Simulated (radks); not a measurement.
Problem. The mean radii <r> (bohr) of the occupied orbitals of an atom or ion are listed with their occupations. Calculated with a radial shooting solver on a logarithmic mesh with Libxc functionals: non-relativistic Kohn-Sham, exchange-only LDA, spin-polarised, spherical densities, point nucleus.

| orbital | occ. | <r> |
|---|---|---|
| 1s up | 1 | 0.04364 |
| 1s down | 1 | 0.04358 |
| 2s up | 1 | 0.1840 |
| 2s down | 1 | 0.1850 |
| 2p up | 3 | 0.1567 |

Name the element and its charge. Open shells, if any, are filled with parallel spins first.

Solution. Z = 35, bromine, charge +28: Br28+ in [He] 2s2 2p3. The 1s radius gives Z: for a bare nucleus <r> = 1.5/Z, 0.04286 bohr for Z = 35, and screening makes it slightly larger (0.04364 here). The occupations add up to 7, and the charge is Z minus that.
